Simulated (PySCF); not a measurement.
An unknown shows these calculated signals:

1H NMR (600 MHz, computed): δ 6.95 (m, 1H), 5.96 (m, 1H), 5.88 (m, 2H).

13C{1H} NMR (computed): δ 154.8 (CH), 131.8 (C), 126.4 (CH), 83.8 (CH2).

PySCF 2.14.0 with density-fitted response routines calculation with GFN2-xTB geometry and NMR shieldings at PBE0/pcSseg-1/GIAO; rapidly exchanging positions averaged, no relativistic terms, one conformer, in vacuum.

Scale: TMS for 1H (31.72 ppm) and 13C (186.93 ppm) (reference shieldings calculated alike).

Q: Which of these does the molecule contain: a non-aromatic C=C double bond, a CF3 group, a (CH3)2CH unit, a tert-butyl group, a three-membered ring?

A: 
- A non-aromatic C=C double bond: yes.
- A CF3 group: yes (δC 131.8).
- A (CH3)2CH unit: no.
- A tert-butyl group: no.
- A three-membered ring: no.

The data belong to SMILES FC/C=C\C(F)(F)F, C₄H₄F₄; they needn't prove each group on their own.

Carbon signals by region: 3 in the sp2 and nitrile region (100–160 ppm), 1 at 50–100 ppm.

Splittings by 19F in the carbon and heteronuclear signals aren't shown, as no couplings were computed. Shifts are as computed. Against solution values, carbons near 30 ppm lie about +3 ppm off and those near 130 ppm about +5 ppm. Of 1309 compounds with measured shifts, 239 miss one by over three times the rms of a fit or turn the order of signals round; such compounds aren't used in these exercises. No couplings were computed; multiplicities are counted from neighbouring protons, with m where these are inequivalent, close in shift, in a saturated or five-membered ring or joined by F or P, and br s for small geminal =CH2 splittings.
